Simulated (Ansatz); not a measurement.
Basis sets compared for [NbOF4]- (NbOF₄⁻). The state is a singlet with charge -1. Geometry r2SCAN-D4/def2-SVPD. Ansatz on 4 threads of Arm Neoverse V1 on a shared host; times are rough, and most runs start from earlier orbitals.

Cartesian coordinates in Å:
```
Nb 0.060 0.021 -0.016
O 1.642 0.565 -0.430
F -1.154 1.000 -1.164
F -0.553 1.200 1.393
F 0.303 -1.293 1.387
F -0.298 -1.492 -1.171
```

In the def2 sets Nb takes a core potential; there is no spin–orbit coupling.

```json
{"level": "PBE-D4/def2-SVPD", "functions": "149", "energy (Eh)": "-531.2669", "HOMO (eV)": "-3.31", "LUMO (eV)": "1.84", "wall time": "1.6 s"}
{"level": "PBE0-D4/def2-SVPD", "functions": "149", "energy (Eh)": "-531.1956", "HOMO (eV)": "-5.02", "LUMO (eV)": "2.66", "wall time": "1.9 s"}
```

Q: Estimate the rows for PBE-D4/def2-TZVPD, PBE0-D4/def2-TZVPD.

A: 
| level | functions | energy (Eh) | HOMO (eV) | LUMO (eV) | wall time |
| --- | --- | --- | --- | --- | --- |
| PBE-D4/def2-TZVPD | 240 | -531.8243 | -3.19 | 1.97 | 2.5 s |
| PBE0-D4/def2-TZVPD | 240 | -531.7554 | -4.88 | 2.81 | 3.5 s |
